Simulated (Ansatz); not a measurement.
Species: C3H8BrSi, net charge 0, doublet state. It need not be the lowest isomer of its formula. 
Structure (B3LYP-D3(BJ)/def2-TZVP (Ansatz, a quantum-chemistry and plane-wave program) minimum search):
SMILES: C[Si](Br)(C)[CH2]
```xyz
13

Si    -0.0422     0.0661    -0.8609
C      1.6019    -0.3671    -1.5495
C     -1.3571    -1.1385    -1.4061
C     -0.4946     1.8392    -1.2197
Br     0.1273    -0.1245     1.3998
H      1.8888    -1.3881    -1.7758
H      2.3958     0.3624    -1.6663
H     -1.0759    -2.1620    -1.1540
H     -1.5013    -1.0783    -2.4878
H     -2.3086    -0.9191    -0.9193
H     -0.6125     1.9900    -2.2958
H      0.2799     2.5186    -0.8611
H     -1.4324     2.1059    -0.7300
```
Charge 0, spin multiplicity 2.

Basis-set convergence of Hartree-Fock and CCSD correlation energies (hartree) with Ansatz. Valence correlation only, unless marked. Open shells are spin-unrestricted. No spin-orbit coupling. The frozen core is the preceding noble-gas configuration, with the filled d and f shells of earlier blocks. No relativistic terms.

```
basis       functions        E(HF)  E(corr, CCSD)
----------  ---------  -----------  -------------
def2-SVP          132  -2979.16308       -0.68563
def2-TZVPP        295  -2979.71654       -0.84437
def2-QZVPP        570  -2979.78037       -0.89536
```

Extrapolating the two largest sets (X = 3 and 4) as X^-3: E(corr) = (64·(-0.89536) - 27·(-0.84437))/37 = -0.9326 Eh, an estimate of the basis-set limit. The largest set recovers 96.0 % of it, the smallest 73.5 %.
